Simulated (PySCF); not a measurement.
Input file for PySCF: R-HF/STO-3G on H2S2 (SMILES SS), a point of a torsion scan.

```python
from pyscf import gto, scf, dft, mp
from pyscf.data.elements import chemcore

mol = gto.M(
    atom='''
    S    -0.93414804    0.53877709    0.41248194
    S     0.92970290    0.40622834   -0.41942202
    H    -1.55049163   -0.38469933   -0.33967479
    H     0.71167833    1.15684283   -1.50912876
    ''',
    basis='sto-3g',
    charge=0, spin=0, verbose=3, max_memory=1800)
mf = scf.RHF(mol)
mf.conv_tol = 1e-8
mf.max_cycle = 100
mf.kernel()
if not mf.converged:
    mf = mf.newton().run(mf.mo_coeff, mf.mo_occ)
```

It printed:

```
converged SCF energy = -787.490337929416
```

Self-consistency was reached.

Cost: very roughly 0.06 core-seconds.
